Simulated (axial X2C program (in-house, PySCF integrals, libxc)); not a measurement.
# Bond lengths and stretching modes, held linear, of HfCN⁺

Computed with an in-house all-electron X2C program for linear molecules (integrals from PySCF): two-component X2C with atomic mean-field Coulomb and Gaunt terms, Gaussian nuclei, basis Hf dyall-v3z, C dyall-v3z, N dyall-av3z with contracted cores. Spin-free rows use the one-electron spin-free X2C Hamiltonian.

Masses Hf 179.947, C 12.000, N 14.003 u. States: 2c Ω = 1 (beyond evenly filled blocks: ω = -1/2, ω = 3/2); spin-free M_S = 1, Λ = 2 (beyond evenly filled blocks: σα, δ+α).

PBE0, 2c: energies above the lowest point

```tsv
r(Hf–C) (Å)	r(C–N) (Å)	E (meV)
2.0465	1.1329	74.18
2.0465	1.1620	26.33
2.0465	1.1910	75.72
2.0990	1.1329	46.27
2.0990	1.1620	0.00
2.0990	1.1910	50.94
2.0990	1.2201	182.53
2.1515	1.1329	68.74
2.1515	1.1620	23.91
2.1515	1.1910	76.22
2.2040	1.1620	88.63
2.2040	1.2201	276.29
```

Question: Fit a quadratic surface with cubic terms in each bond: where is the minimum, and what are the two stretching wavenumbers?

Answer: At PBE0, 2c: bonds 2.099 and 1.160 Å; harmonic stretches 458.0 and 2253.2 cm⁻¹; force constants 2.92, 18.6 and coupling 0.14 mdyn/Å.

The other levels and Hamiltonians give:

```csv
Hamiltonian,level,r(Hf–C) (Å),r(C–N) (Å),lower stretch (cm⁻¹),upper stretch (cm⁻¹)
2c,HF,2.160,1.134,435.0,1956.4
2c,TPSSh,2.100,1.167,453.7,2198.6
spin-free,PBE0,2.100,1.160,459.6,2255.0
spin-free,HF,2.161,1.133,436.1,1948.1
spin-free,TPSSh,2.102,1.167,455.2,2200.6
```

Each state is one determinant, the lowest of a limited PBE0 search; the stretches come from a fit to these few points and carry an uncertainty of a few per cent. Other orders of the atoms were not compared. Left out for rough or failed fits: MP2 2c, MP2 spin-free. The molecule was held linear; bending was not examined, so a bent shape may lie lower. Open-shell Ω = 0 determinants with evenly filled partner blocks cannot be reached by this program, so the Ω shown need not be the lowest component. Note: functional without a current term on a determinant with orbital currents, of the molecule or an atom. Note: several unpaired electrons, one determinant need not be a pure state.
